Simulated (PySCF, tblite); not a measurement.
Isomers of C5H14O2Si2. Method: GFN2-xTB as coded in tblite; computed harmonic values from a numerical Hessian at the method's own geometry, unscaled. This tight-binding method is rough: wavenumbers can miss measured ones by several per cent, in bad cases by 10 to 20. Modes of hydrogen on silicon can be 10 to 20 % off. One conformer each.

Electronic energies: PBE0/pcSseg-1 single points on the GFN2-xTB geometries (PySCF, gas phase).

```tsv
SMILES	electronic energy, lowest = 0 (kJ/mol)
CCO[Si@@H]1CC[Si@@H](O)C1	51.1
CCO[Si@@H]1C[C@H](C)[SiH2]O1	0.0
CC(=O)COC[Si@H](C)[SiH3]	376.2
CCO[C@@H]1C[Si@@H](O)C[SiH2]1	201.4
```

How do GFN2-xTB zero-point energies change the relative energies?

| SMILES | ZPE (kJ/mol) | of it from modes above 1550 cm⁻¹ | electronic (kJ/mol) | with ZPE, lowest = 0 (kJ/mol) | lowest mode (cm⁻¹) | rings |
| --- | --- | --- | --- | --- | --- | --- |
| CCO[Si@@H]1C[C@H](C)[SiH2]O1 | 478.6 | 237.6 | 0.0 | 0.0 | 25 | 1 |
| CCO[Si@@H]1CC[Si@@H](O)C1 | 478.7 | 244.7 | 51.1 | 51.2 | 19 | 1 |
| CCO[C@@H]1C[Si@@H](O)C[SiH2]1 | 469.8 | 239.5 | 201.4 | 192.5 | 34 | 1 |
| CC(=O)COC[Si@H](C)[SiH3] | 453.9 | 241.4 | 376.2 | 351.4 | 22 | 0 |

The zero-point energies span 24.8 kJ/mol, from `CC(=O)COC[Si@H](C)[SiH3]` to `CCO[Si@@H]1CC[Si@@H](O)C1`. The order is unchanged.

And how do the electronic energies of GFN2-xTB itself compare?

`CCO[Si@@H]1C[C@H](C)[SiH2]O1` 0.0; `CCO[Si@@H]1CC[Si@@H](O)C1` 175.5; `CCO[C@@H]1C[Si@@H](O)C[SiH2]1` 313.2; `CC(=O)COC[Si@H](C)[SiH3]` 505.5 kJ/mol, lowest = 0. Against the energies above, taken from the same isomer `CCO[Si@@H]1C[C@H](C)[SiH2]O1`, the largest difference is 129.3 kJ/mol.
